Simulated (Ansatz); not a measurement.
Diatomic AlRu, multiplicity 4 (lowest of 2S+1 = 2, 4, 6 at CCSD(T)/def2-TZVPP on PBE0 minima; our sources give no spin for the ground state, which may be another). No spin–orbit coupling.

Seven points along R, fitted to fifth degree in 1/R; most abundant isotopes. In def2 and cc sets the state is the lowest found near the PBE0 minimum, followed along R.

Programs: Ansatz (an electronic-structure program) with Gaussian orbitals.  In def2 rows elements past Kr take small-core potentials, without spin–orbit coupling.

Energies at wB97M-V/def2-TZVPP:

| R (Å) | E (hartree) |
|---|---|
| 2.094765 | -337.14002162 |
| 2.151075 | -337.14322616 |
| 2.202881 | -337.14433828 |
| 2.261445 | -337.14390843 |
| 2.320008 | -337.14207537 |
| 2.387581 | -337.13865089 |
| 2.466416 | -337.13342695 |

### Question
With a reduced mass of 21.3331 u, find the minimum, the force constant and the constants.

### Answer
A fifth-degree polynomial in 1/R puts the minimum at r_e = 2.2163 Å with force constant 216 N/m. Then ω_e = (1/2πc)√(k/μ) = 415 cm⁻¹ and B_e = h/(8π²cμr_e²) = 0.1609 cm⁻¹; the cubic and quartic terms give α_e = 0.00080 and ω_e x_e = 1.6 cm⁻¹.
